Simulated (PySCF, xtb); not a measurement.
TaOBr₂, SMILES [O]=[Ta]([Br])[Br] (connectivity only; charge and spin as stated), neutral, multiplicity 2.

Harmonic wavenumbers (cm⁻¹) from GFN2-xTB in xtb 6.7.1 at its own minimum, in rising order: 38, 50, 129, 198, 255, 826.

### Question
What does B3LYP-D3(BJ)/def2-SVP (PySCF) give at its own minimum? (The exact figures need the calculation; the answer reports its results.)

### Answer
45, 66, 185, 240, 304, 1005. Paired by order, the mean absolute difference is 58 cm⁻¹ and the zero-point energies are 2.1 and 2.6 kcal/mol.
